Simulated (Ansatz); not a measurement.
`NBC(F)F` + `O[SiH3]` → `FC(F)O[SiH3]` + `BN` at 600 K and 1 bar (substitution at a C–B bond).

Calculated with Ansatz (gas phase, PBE0-D4/def2-TZVP geometries, no zero-point term in ΔE). CCSD(T)/CBS adds triple-zeta CCSD(T) − MP2 to the extrapolated MP2 energy (def2 sets, frozen cores). This one scheme is used for every species. Each species was taken in one conformer, which may not be the lowest.

```csv
species,CCSD(T)/CBS energy (Eh),H − E (kJ/mol),S (J/(mol·K))
`NBC(F)F`,-319.57725,216.7,386.6
`O[SiH3]`,-366.69042,135.7,307.9
`FC(F)O[SiH3]`,-604.32648,193.1,414.4
`BN`,-81.93499,155.9,270.2
```

H − E and S are ideal-gas, rigid-rotor, harmonic terms from PBE0-D4/def2-TZVP, for one conformer and one mirror image of each species. 1 Eh = 2625.50 kJ/mol, R = 8.31446 J/(mol·K).

**Question.** By hand: ΔE, ΔH, ΔS and ΔG.

**Answer.** ΔE = (-604.32648) + (-81.93499) − (-319.57725) − (-366.69042) = 0.00620 Eh = 16.3 kJ/mol. Δ(H − E) = 193.1 + 155.9 − 216.7 − 135.7 = -3.4, so ΔH = 12.9 kJ/mol. ΔS = 414.4 + 270.2 − 386.6 − 307.9 = -9.9 J/(mol·K). ΔG = 12.9 − 600 × (-9.9)/1000 = 18.8 kJ/mol.

**Question.** By hand: the equilibrium constant, and the temperature at which ΔG would vanish if ΔH and ΔS stayed fixed.

**Answer.** log₁₀ K = −ΔG/(RT ln 10) = -1.6. ΔH and −TΔS have one sign here, so there is no such temperature.

TΔS isn't small against ΔH here. A doubt of 5 kJ/mol in ΔE shifts log₁₀ K by 0.4 here. Other conformers and mirror images would add mixing entropy, several J/(mol·K) or more a flexible species. Modes under 60 cm⁻¹, often nearly free rotors, make the harmonic entropy too high. These are equilibria of isolated gas molecules and say nothing of rates. Largest T1 diagnostic: 0.013 (customary marks: 0.02 for closed shells, 0.045 for open ones).

ΔS is within the doubt of such terms, so its sign, and with it that verdict, could turn.
